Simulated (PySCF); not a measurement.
Computed IR spectrum (relative IR intensity) of a molecule C₃H₆FNSi. Geometry optimised at PBE-D3(BJ)/def2-SVP. Other conformers were not sampled. Calculation: PBE-D3(BJ)/def2-SVP (PySCF). Frequencies are harmonic and unscaled.

Lines under 2 % of the strongest are left out, and lines within 2 cm⁻¹ are merged.

ν (cm⁻¹): 41 (vw), 71 (vw), 183 (vw), 293 (w), 483 (w), 556 (w), 657 (m), 704 (m), 772 (w), 833 (w), 870 (m), 899 (vs), 909 (m), 936 (vs), 1021 (vw), 1147 (m), 1249 (vw), 1375 (w), 1389 (w), 2173 (s), 2205 (s), 2295 (w), 2974 (w), 2989 (vw) (against the strongest line: vs over 80 %, s over 45 %, m over 15 %, w over 4 %, vw less)

Which structure fits?
(A) N[Si@H]1C=C[C@H]1F
(B) N#CCC[SiH2]F
(C) N#CC[SiH2]CF
(D) N[SiH2]C=C=CF

B, N#CCC[SiH2]F
